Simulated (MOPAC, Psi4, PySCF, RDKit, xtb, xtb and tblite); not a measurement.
Two geometries of C6H9BO2Si, SMILES OB(O)c1cccc([SiH3])c1, relaxed at GFN2-xTB with one dihedral held; other torsions can differ between them too.

Structure A

```
19

O      3.5782     0.1953    -0.4721
B      2.3490     0.0651    -1.0147
O      2.2665    -0.1439    -2.3595
C      1.0856     0.1624    -0.0681
C      1.1835     0.7746     1.1816
C      0.0814     0.8807     2.0105
C     -1.1397     0.3724     1.6065
C     -1.2813    -0.2521     0.3701
Si    -2.9489    -0.9567    -0.1568
C     -0.1590    -0.3399    -0.4455
H      4.2896     0.1268    -1.1103
H      1.3844    -0.2242    -2.7180
H      2.1408     1.1646     1.4922
H      0.1743     1.3606     2.9747
H     -1.9983     0.4582     2.2586
H     -3.9689     0.0921    -0.0683
H     -3.3150    -2.0660     0.7284
H     -2.8504    -1.4359    -1.5380
H     -0.2604    -0.8321    -1.4062
```

Structure B

```
19

O      3.5695     0.2273    -0.4921
B      2.3420     0.0510    -1.0149
O      2.2459    -0.1821    -2.3557
C      1.0743     0.1423    -0.0622
C      0.3018     1.3006    -0.0052
C     -0.8014     1.3789     0.8275
C     -1.1515     0.2987     1.6153
C     -0.4051    -0.8762     1.5885
Si    -0.8859    -2.3363     2.6801
C      0.7003    -0.9281     0.7464
H      4.2801     0.1625    -1.1327
H      1.3661    -0.2972    -2.7092
H      0.5715     2.1498    -0.6183
H     -1.3878     2.2866     0.8608
H     -2.0151     0.3656     2.2629
H     -2.2809    -2.7006     2.4091
H     -0.7579    -1.9589     4.0908
H     -0.0122    -3.4726     2.3831
H      1.2945    -1.8315     0.7160
```

Problem. Which is lower in energy at the level PBE0-D3(BJ)/def2-SVP // GFN2-xTB (Psi4), and by how much?

Solution. A is lower, by 15.50 kJ/mol (dihedral O1–B2–C4–C5: 20° in A, 100° in B).

E(B) − E(A) in kJ/mol at the other levels, on the same two geometries: GFN2-xTB (xtb and tblite) 7.82; PBE0/def2-SVP // GFN2-xTB (Psi4) 15.19; PBE/def2-SVP // GFN2-xTB (Psi4) 14.56; PBE-D3(BJ)/def2-SVP // GFN2-xTB (Psi4) 15.04; UFF // GFN2-xTB (RDKit) 28.61; AM1, restricted, heats of formation // GFN2-xTB (MOPAC) 6.21; PM7, restricted, heats of formation // GFN2-xTB (MOPAC) 2.31; GFN1-xTB // GFN2-xTB (xtb) 10.53; restricted B3LYP/6-31G*, spherical d, density fitting // GFN2-xTB (PySCF) 16.12; restricted M06-2X/6-31G*, spherical d, density fitting // GFN2-xTB (PySCF) 18.12.
